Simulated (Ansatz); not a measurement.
A run on H5NO2Si2 with other settings.

```yaml
crystal:
  periodic: [false, false, false]
  atoms:
    - {symbol: O, position_ang: [-2.135008, 0.093021, -0.881956]}
    - {symbol: Si, position_ang: [-0.523666, -0.138764, -0.900376]}
    - {symbol: N, position_ang: [0.195231, -0.945962, 0.446741]}
    - {symbol: Si, position_ang: [1.163109, 0.450813, 0.759350]}
    - {symbol: O, position_ang: [0.397618, 1.201700, -0.521205]}
    - {symbol: H, position_ang: [-2.524772, 0.462466, -0.087229]}
    - {symbol: H, position_ang: [-0.266016, -0.683746, -2.243907]}
    - {symbol: H, position_ang: [0.139036, -1.873869, 0.821736]}
    - {symbol: H, position_ang: [0.930370, 1.136299, 2.056335]}
    - {symbol: H, position_ang: [2.624098, 0.298052, 0.550511]}
basis:
  gaussian: {orbitals: "6-31++G**"}
hamiltonian: {xc: {name: RPBE}, dispersion: d3bjatm, pseudopotentials: {relativity: none}}
```

```sh
$ ansatz run in.yaml --threads 4 --pin off --events-out ev --progress --plain --max-ram 10444MiB
```

Shortened log:

```
Functional definition: RPBE
1284 factors; their error is unknown
mean field evaluation 1: about -21402.8885 eV, gradient 1.0e2 eV
mean field evaluation 2: about -21312.7556 eV, gradient 2.1e2 eV
mean field evaluation 4: about -21421.4381 eV, gradient 2.0e1 eV
mean field evaluation 8: about -21422.2684 eV, gradient 2.2e-1 eV
mean field evaluation 16: about -21422.2255 eV, gradient 1.3e-4 eV
mean field -21422.22548880 eV, -787.2522662073 hartree, gradient 3.6e-5 eV, S^2 0.000000; 0 other end points of the search recorded, 0 dependent functions left out
reference -21422.22558555 eV, -787.2522697628 hartree; 28, 28 occupied and 105, 105 virtual orbitals, 1284 factors
Total energy: -21423.78189139 eV, -787.3094629476 hartree
```

Hardware: 4 threads of an AMD EPYC 9R45 on a shared host. Wall time 0.7 s, peak host memory 0.48 GiB.
